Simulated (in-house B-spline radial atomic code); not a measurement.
Successive ionisation energies of zirconium; each step leads to the configuration of the next row (after the last: [He] 2s2 2p3). NIST's values go from ground level to ground level; the uncertainty of those that are theory runs from under 0.1 % in few-electron ions to several per cent in heavy many-electron ones. Computed with an all-electron radial atomic-structure program (B-spline basis): non-relativistic Hartree-Fock, average of the configuration, point nuclei.

This level leaves out relativity, spin-orbit splitting included, which matters for heavy ions.

```tsv
ion	configuration	ionisation energy (eV)	tabulated value (eV)	computed minus tabulated (eV)	highest orbital	largest mean radius (bohr)
Zr27+	[Ne] 3s2 3p1	1378.8	1392	-13	3p	0.40369
Zr28+	[Ne] 3s2	1490.5	1525.1	-35	3s	0.40066
Zr29+	[Ne] 3s1	?	?	?	?	?
Zr30+	[He] 2s2 2p6	3780.1	3788	-8	2p	0.16347
Zr31+	[He] 2s2 2p5	?	?	?	?	?
Zr32+	[He] 2s2 2p4	4114.0	4127	-13	2p	0.16089
```

Question: Fill in the row of Zr29+.

Answer: ionisation energy (eV): 1551.5; tabulated value (eV): 1582.37; computed minus tabulated (eV): -31; highest orbital: 3s; largest mean radius (bohr): 0.39732.

Question: Fill in the row of Zr31+.

Answer: ionisation energy (eV): 3945.6; tabulated value (eV): 3950; computed minus tabulated (eV): -4; highest orbital: 2p; largest mean radius (bohr): 0.16217.

Question: Where is the largest jump?

Answer: From Zr29+ to Zr30+, by a factor of 2.44 (1551.5 to 3780.1 eV); the highest orbital goes from 3s to 2p.

Question: How far is this level of theory from the measured and semi-empirical values?

Answer: Over those 6 rows the differences run from -34.6 to -4.35 eV (mean absolute value 17 eV). The calculation leaves out relativity, correlation and, in open shells, the multiplet splittings that an average leaves out.
